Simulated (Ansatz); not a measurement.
Reaction (cleavage of the B–Si bond): `CNB[SiH3]` + HBr → `CNBBr` + SiH₄

Computed with Ansatz on PBE0-D4/def2-TZVP structures; ΔE is electronic, products minus reactants. CCSD(T)/CBS adds triple-zeta CCSD(T) − MP2 to the extrapolated MP2 energy (def2 sets, frozen cores). This one scheme is used for every species. Functionals use def2-TZVPP. B3LYP here is the variant with VWN-RPA as its local correlation; programs differ in this. For Br outer-core shells are correlated without core-valence functions, which leaves a few kJ/mol of doubt a bond. Scalar relativity is left out up to krypton. One conformer a species, not always the lowest.

`CNB[SiH3]`:

Cartesian coordinates in Å:
```
C -0.196 -0.741 -1.991
N -0.120 -0.547 -0.559
B 0.127 0.639 0.109
Si 0.188 0.683 2.121
H 0.558 -1.454 -2.336
H -0.022 0.214 -2.487
H -1.180 -1.114 -2.290
H -0.270 -1.394 -0.030
H 0.299 1.624 -0.557
H 1.511 1.155 2.623
H -0.842 1.603 2.685
H -0.054 -0.669 2.713
```

HBr:

```xyz
2

Br    0.420    0.396   -0.414
H    -0.420   -0.396    0.414
```

`CNBBr`:

Cartesian coordinates in Å:
```
C 0.141 1.065 -0.565
N 0.103 0.045 0.459
B -0.250 -1.274 0.271
Br -0.237 -2.487 1.778
H 1.147 1.480 -0.675
H -0.546 1.884 -0.336
H -0.154 0.627 -1.518
H 0.364 0.358 1.382
H -0.567 -1.697 -0.796
```

SiH₄:

Z-matrix (Å, degrees):
```
Si
H 1 1.485
H 1 1.485 2 109.5
H 1 1.485 2 109.5 3 -120.0
H 1 1.485 2 109.5 3 120.0
```

```csv
level,ΔE (kJ/mol),difference from CCSD(T)/CBS
LDA (SPW92),-86.9,11.6
B97M-V,-92.8,5.7
r2SCAN0-D4,-99.6,-1.1
ωB97X-V,-96.8,1.7
BLYP,-93.7,4.8
r2SCAN,-97.3,1.2
B3LYP,-97.3,1.2
r2SCANh,-98.4,0.1
BHLYP,-103.5,-5.0
LC-ωPBE,-93.9,4.6
HF/def2-SVP,-113.2,-14.7
CCSD(T)/def2-SVP,-97.8,0.7
CCSD/def2-TZVPP,-98.9,-0.4
CCSD(T)/def2-TZVPP,-97.8,0.7
HF/def2-QZVPP,-112.5,-14.0
HF/CBS(def2),-112.4,-13.9
CCSD(T)/CBS,-98.5,0
```

**Question.** What do rigid-rotor, harmonic-oscillator terms from PBE0-D4/def2-TZVP frequencies (298.15 K, 1 bar) make of the CCSD(T)/CBS value? (Estimate.)

**Answer.** Ansatz gave: ΔZPE = +3.3 kJ/mol, ΔH = -96.9 kJ/mol, ΔS = -9 J/(mol·K), ΔG = -94.1 kJ/mol.

Largest T1 diagnostic among the species: 0.014.

Leaving LDA and LC-ωPBE aside and taking each functional with its dispersion term where it has one, the values, not all of them listed here, spread over 15.1 kJ/mol, from BHLYP-D4 to PBE-D4. In def2-TZVPP, CCSD(T) changes the Hartree–Fock value by +15.4 kJ/mol (the triples alone add +1.2 kJ/mol) and MP2 by +5.6 kJ/mol. From BLYP to BHLYP (50 % exact exchange), in def2-TZVPP and without D4, ΔE moves by −9.8 kJ/mol.
